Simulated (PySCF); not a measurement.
Dipole response of Cr (chromium, neutral)

[Ar] 3d5 4s1, high-spin 7S determinant. Calculation: PySCF 2.14, in aug-cc-pVDZ (7s6p4d2f, 59 functions); no relativity, point nucleus. Coupled (time-dependent) response in atomic units; α is the mean over directions. A double-zeta set is small for polarisabilities.

| method | mean α (bohr³) | C₆ (like pair) | S(−4) |
| --- | --- | --- | --- |
| UHF | 111.4 | 1022 | 11240 |
| PBE | 72.69 | 592.4 | 4168 |
| PBE0 | 77.90 | 650.0 | 4731 |

S(−4) is the Cauchy moment in α(ω) = α(0) + S(−4) ω² + …

Reference α: 83 ± 12 bohr³ (recommended; Schwerdtfeger and Nagle, table of static dipole polarizabilities (2023 update)). Published C₆: 602.0 (Chu and Dalgarno (2004); Tang, Norbeck and Certain (1976)).

Hartree-Fock lies above the reference because it lacks correlation, which contracts the outer shell.

α(iu) at UHF:

```
u (hartree)  α(iu) (bohr³)
          0          111.4
     0.0500          89.53
      0.100          58.28
      0.200          27.21
      0.300          16.09
      0.500          8.390
      0.750          5.120
       1.00          3.610
       1.50          2.179
       2.00          1.499
       3.00         0.8494
       5.00         0.3770
```
